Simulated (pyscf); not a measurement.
[O–Ta(F)(F)(F)–F]•, doublet

Gas-phase minimum from PySCF at ωB97X-D3(BJ)/def2-SVP, one conformer. Other isomers of [O–Ta(F)(F)(F)–F]• were not searched in full and may lie lower. 

```
Ta
F 1 1.8614
F 1 1.8614 2 118.56
F 1 1.8800 2 94.39 3 97.19
F 1 1.8801 2 94.50 4 165.47
O 1 1.9206 2 120.60 4 82.73
```
Charge 0, spin multiplicity 2.

Properties at ωB97X-D3(BJ)/def2-SVP:

```
Quantity                                                                                                                                                                        Value
---------------------------------------------------------------------------------------------------------------------  --------------------------------------------------------------
Harmonic wavenumbers, unscaled                                                                                         92, 151, 201, 203, 204, 238, 265, 661, 697, 713, 729, 745 cm⁻¹
Zero-point energy                                                                                                                                                        7.0 kcal/mol
Rotational symmetry number                                                                                                                                                          2
Entropy of this conformer at 298 K and 1 atm, rigid rotor and harmonic oscillator, modes under 100 cm⁻¹ raised to 100                                                 366.9 J/(mol K)
Dipole moment                                                                                                                                                                  0.96 D
Spin expectation value S2                                                                                                                                                       0.755
```

Single-point totals, which compare only within one level:

| level | total energy (hartree) |
|---|---|
| ωB97X-D3(BJ)/def2-TZVP | -532.13268 |
| PBE/def2-TZVP | -531.67710 |
| r²SCAN/def2-TZVP | -531.93407 |
| B3LYP-D3(BJ)/def2-TZVP | -532.11164 |
| PBE0-D3(BJ)/def2-TZVP | -531.61237 |
| M06-2X/def2-TZVP | -531.79756 |
| ωB97M-D3(BJ)/def2-TZVP | -532.11799 |

Soft torsions are taken as harmonic, which can shift the entropy by several J/(mol K). Open-shell species with a d-block atom are single-reference here; other states, and whether the spin sits on metal or ligand, were not checked. Elements past Kr carry the def2 core potentials, without spin-orbit coupling.
